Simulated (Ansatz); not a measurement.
**Molecular dynamics of C2F4O**

input.yaml

```yaml
crystal:
  periodic: [false, false, false]
  atoms:
    - { symbol: O, position_ang: [0.516543, -0.975731, 1.738776] }
    - { symbol: C, position_ang: [-0.001977, -0.833036, 0.599793] }
    - { symbol: F, position_ang: [-0.610115, -1.864098, -0.133217] }
    - { symbol: C, position_ang: [0.007405, 0.583005, -0.333987] }
    - { symbol: F, position_ang: [-1.18338, 0.709412, -1.044673] }
    - { symbol: F, position_ang: [0.09169, 1.696104, 0.576378] }
    - { symbol: F, position_ang: [1.047748, 0.768336, -1.203528] }
basis:
  gaussian: { orbitals: STO-3G }
hamiltonian:
  xc: pbe
md:
  timestep: 1.0
  n_steps: 400
  ensemble: nve
  temperature: 300.0
  initial_velocities: maxwell_boltzmann
  seed: 742330
scf:
  lower_state_search: "off"
```

Run as:

```bash
$ ansatz run input.yaml --threads 1 --pin off --max-ram 2048MiB --backend cpu --events-out ev --progress --plain --runs-dir out
```

It goes on from the last frame of an earlier run, with new velocities.

Output, in part (step lines, the closing report, with atoms numbered from 0):

```
md step     0: t =     0.00 fs  T =   300.0 K  F+E_penalty+E_count = -14761.66659474 eV  E_kin = 0.193890 eV  conserved = -14761.47270474 eV  (16 SCF iters)
md step     1: t =     1.00 fs  T =   322.2 K  F+E_penalty+E_count = -14761.68114665 eV  E_kin = 0.208212 eV  conserved = -14761.47293488 eV  (20 SCF iters)
md step     2: t =     2.00 fs  T =   334.0 K  F+E_penalty+E_count = -14761.68892751 eV  E_kin = 0.215895 eV  conserved = -14761.47303225 eV  (20 SCF iters)
md step     3: t =     3.00 fs  T =   333.0 K  F+E_penalty+E_count = -14761.68823243 eV  E_kin = 0.215238 eV  conserved = -14761.47299427 eV  (20 SCF iters)
md step     4: t =     4.00 fs  T =   319.7 K  F+E_penalty+E_count = -14761.67946143 eV  E_kin = 0.206608 eV  conserved = -14761.47285309 eV  (20 SCF iters)
md step     5: t =     5.00 fs  T =   297.1 K  F+E_penalty+E_count = -14761.66466174 eV  E_kin = 0.192006 eV  conserved = -14761.47265572 eV  (20 SCF iters)
md step     6: t =     6.00 fs  T =   269.8 K  F+E_penalty+E_count = -14761.64681893 eV  E_kin = 0.174372 eV  conserved = -14761.47244709 eV  (20 SCF iters)
md step     7: t =     7.00 fs  T =   242.8 K  F+E_penalty+E_count = -14761.62915409 eV  E_kin = 0.156892 eV  conserved = -14761.47226238 eV  (20 SCF iters)
[... lines left out ...]
md step   397: t =   397.00 fs  T =   351.5 K  F+E_penalty+E_count = -14761.69999393 eV  E_kin = 0.227161 eV  conserved = -14761.47283310 eV  (21 SCF iters)
md step   398: t =   398.00 fs  T =   359.7 K  F+E_penalty+E_count = -14761.70532244 eV  E_kin = 0.232490 eV  conserved = -14761.47283281 eV  (21 SCF iters)
md step   399: t =   399.00 fs  T =   358.5 K  F+E_penalty+E_count = -14761.70450578 eV  E_kin = 0.231724 eV  conserved = -14761.47278161 eV  (20 SCF iters)
md step   400: t =   400.00 fs  T =   349.1 K  F+E_penalty+E_count = -14761.69832892 eV  E_kin = 0.225634 eV  conserved = -14761.47269504 eV  (20 SCF iters)
Total energy: -14761.69833719 eV, -542.4824080531 hartree
Atom 0 at     0.879776    -1.063845     1.471988 Å, force    -1.157464    -0.081476    -1.144485 eV/Å
Atom 1 at     0.061131    -0.814947     0.527208 Å, force     0.151089    -0.695440     0.767462 eV/Å
Atom 2 at    -0.978218    -1.690243     0.079438 Å, force     1.168013     0.739182     0.611347 eV/Å
Atom 3 at     0.009180     0.613248    -0.323840 Å, force    -1.002574     0.119287     1.044302 eV/Å
Atom 4 at    -1.075804     0.536780    -1.225613 Å, force     0.070141     0.439692     0.207562 eV/Å
Atom 5 at    -0.126054     1.688916     0.622387 Å, force    -0.274273    -0.668288    -0.764513 eV/Å
Atom 6 at     1.179113     0.817948    -1.017109 Å, force     1.045069     0.147043    -0.721674 eV/Å
Dipole moment:    -0.112515     0.045962    -0.173333 e Å
```

The steps, from the saved trajectory:

```
time (fs)  T (K)  potential energy less start (eV)  conserved less start (meV/atom)
        0    300                             0.000                             0.00
       13    261                             0.025                             0.07
       26    154                             0.095                             0.13
       39    209                             0.059                             0.12
       52    173                             0.083                             0.12
       65    292                             0.006                             0.05
       78    223                             0.050                             0.06
       91    183                             0.076                             0.14
      104    147                             0.100                             0.15
      117    240                             0.039                             0.07
      130    302                            -0.001                             0.02
      143    364                            -0.042                            -0.06
      156    289                             0.007                             0.03
      169    123                             0.115                             0.10
      182    280                             0.013                             0.04
      195    267                             0.022                             0.05
      208    350                            -0.033                            -0.06
      221    286                             0.009                             0.01
      234    289                             0.008                             0.09
      247    167                             0.086                             0.07
      260    226                             0.048                             0.05
      273    354                            -0.036                            -0.08
      286    344                            -0.029                            -0.05
      299    303                            -0.002                             0.03
      312    182                             0.077                             0.09
      325    250                             0.032                             0.05
      338    336                            -0.024                            -0.05
      351    408                            -0.070                            -0.07
      364    230                             0.045                             0.00
      377    218                             0.054                             0.07
      390    189                             0.073                             0.12
```

All steps were run. The conserved energy stayed within 0.17 meV per atom of its start (net change 0.0014 meV per atom), so the integration is sound. A run of 0.4 ps of so small a system gives no equilibrium averages. Limits of this set-up: minimal basis.

The same pairs are bonded in the first frame and the last. Pairs count as bonded within 1.25 times the sum of covalent radii (0.12 Å more for H–H).

Last frame:

```xyz
7
Properties=species:S:1:pos:R:3
O 0.880 -1.064 1.472
C 0.061 -0.815 0.527
F -0.978 -1.690 0.079
C 0.009 0.613 -0.324
F -1.076 0.537 -1.226
F -0.126 1.689 0.622
F 1.179 0.818 -1.017
```

Run time: 7.6 min on 1 thread of Arm Neoverse V2 (shared host), peak memory 0.08 GiB.
